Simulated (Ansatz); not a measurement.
`FC(F)(F)COBCl`. Total charge 0; spin multiplicity 1.

Cartesian coordinates in Å:
```
F -1.358 -0.246 -2.183
C -0.717 -0.683 -1.092
F -0.092 -1.815 -1.406
F -1.633 -0.967 -0.162
C 0.243 0.387 -0.614
O 0.929 -0.058 0.525
B 0.647 0.433 1.744
Cl 1.512 -0.221 3.111
H -0.336 1.294 -0.419
H 0.962 0.577 -1.412
H -0.157 1.300 1.908
```

(1) Give the diagnostics of a CCSD(T)/def2-TZVPP run (frozen core, the Gaussian-basis code of Ansatz). (An estimate is asked.)

Results:

(1) Computed: T1 = 0.0124, largest single amplitude 0.030, largest double 0.019, (T) share of the correlation energy 3.5 %, 9 CCSD cycles. The RHF solution is stable towards an unrestricted one. T1 lies under the customary mark of 0.02 for closed shells.
